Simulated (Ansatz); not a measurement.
Ansatz results at the PBE0-D4/def2-TZVP geometry: size of the dipole moment (ωB97M-V/def2-TZVPP) 0.97 D; HOMO energy (ωB97M-V/def2-TZVPP) -8.55 eV; HOMO–LUMO gap (PBE0/def2-TZVPP) 7.37 eV.

Each molecule was computed in one conformer, which needn't be the lowest.

(1) Which molecule gave them?
A. `CCCCNCCCC`
B. `[Mg]=[S]`
C. `COC(CCl)(OC)OC`
D. `CC1(C)CCC(=O)CC1=O`

Answers

(1) A. The others give `CC1(C)CCC(=O)CC1=O`: 3.77, -9.63, 6.26; `[Mg]=[S]`: 7.98, -7.89, 2.13; `COC(CCl)(OC)OC`: 1.86, -10.00, 8.65.
